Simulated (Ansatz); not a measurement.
Relaxation of C₂H₆F₂SSi (12 atoms, charge 0, multiplicity 1), to a largest force component of 0.015 eV/Å in at most 40 steps.

The calculation used RKS r2SCAN/def2-SVP in Ansatz.

```xyz
12
Properties=species:S:1:pos:R:3
C 0.189 -1.904 -0.077
Si 0.625 -0.095 0.188
F 1.379 -0.001 1.598
C 1.691 0.641 -1.059
F 2.832 -0.176 -1.262
S 2.250 2.309 -0.698
H -0.377 -1.971 -1.027
H -0.466 -2.203 0.711
H 1.026 -2.490 -0.087
H -0.677 0.671 0.275
H 1.190 0.650 -2.111
H 2.948 1.960 0.385
```

Problem. Where does it end, and by what steps?

Solution. The forces met the threshold. After 7 steps the energy has fallen by 0.480 eV; H12 moved furthest, 0.34 Å.

| step | energy less start (eV) | largest force component (eV/Å) | accepted |
| --- | --- | --- | --- |
| 0 | 0.0000 | 3.252 | yes |
| 1 | -0.3798 | 1.409 | yes |
| 2 | -0.4565 | 0.604 | yes |
| 3 | -0.4728 | 0.303 | yes |
| 4 | -0.4780 | 0.088 | yes |
| 5 | -0.4791 | 0.020 | yes |
| 6 | -0.4793 | 0.043 | yes |
| 7 | -0.4795 | 0.009 | yes |

```xyz
12
Properties=species:S:1:pos:R:3
C 0.220 -1.858 -0.059
Si 0.538 -0.049 0.190
F 1.332 0.164 1.604
C 1.713 0.600 -1.155
F 2.665 -0.389 -1.419
S 2.462 2.181 -0.694
H -0.365 -2.027 -0.977
H -0.334 -2.298 0.785
H 1.180 -2.386 -0.168
H -0.690 0.790 0.232
H 1.179 0.814 -2.100
H 2.710 1.851 0.596
```

Whether the end is a true minimum wasn't checked by a vibrational analysis.

Time of the run: 27 s on 2 threads of Intel(R) Xeon(R) Platinum 8488C (Sapphire Rapids) (shared host), peak memory 0.21 GiB.
